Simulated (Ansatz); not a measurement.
FHPb (SMILES [F][PbH]) moved off its minimum; all values from Ansatz (an electronic-structure program), cores frozen in correlated methods. Elements past Kr take the def2 small-core potentials, without spin–orbit coupling.
(charge 0, multiplicity 1)
```xyz
3

Pb    -0.14674     0.00254     0.24493
H     -1.16099    -1.14779    -1.07015
F      0.68845     1.32177    -1.26457
```

Forces at wB97M-V/def2-TZVPP (eV/Å):

| atom | Fx | Fy | Fz |
|---|---|---|---|
| Pb1 | -0.009 | 0.277 | -2.015 |
| H2 | 0.668 | 0.760 | 0.847 |
| F3 | -0.659 | -1.037 | 1.167 |

**Question.** Give the forces (eV/Å), the total energy and the dipole at CCSD(T)/def2-TZVPPD.

**Answer.** 
| atom | Fx | Fy | Fz |
|---|---|---|---|
| Pb1 | 0.017 | 0.257 | -1.632 |
| H2 | 0.536 | 0.612 | 0.667 |
| F3 | -0.553 | -0.869 | 0.965 |
Energy -292.2649 hartree, dipole 4.58 D.
